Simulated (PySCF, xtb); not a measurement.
CH4ClGaO, SMILES C[O][GaH][Cl]. One conformer was computed; it need not be the lowest.

Harmonic wavenumbers (cm⁻¹) from GFN2-xTB run with xtb at its own minimum, in rising order: 79, 80, 142, 153, 354, 388, 443, 524, 1077, 1128, 1128, 1406, 1473, 1473, 1698, 2949, 2956, 2962.

Q: What does PBE-D3(BJ)/def2-SVP (PySCF) give at its own minimum? (The exact figures need the calculation; the answer reports its results.)

A: 96, 105, 107, 237, 421, 426, 559, 618, 1087, 1132, 1159, 1411, 1420, 1426, 1960, 2902, 2982, 3003. Paired by order, the mean absolute difference is 56 cm⁻¹ and the zero-point energies are 29.2 and 30.1 kcal/mol.
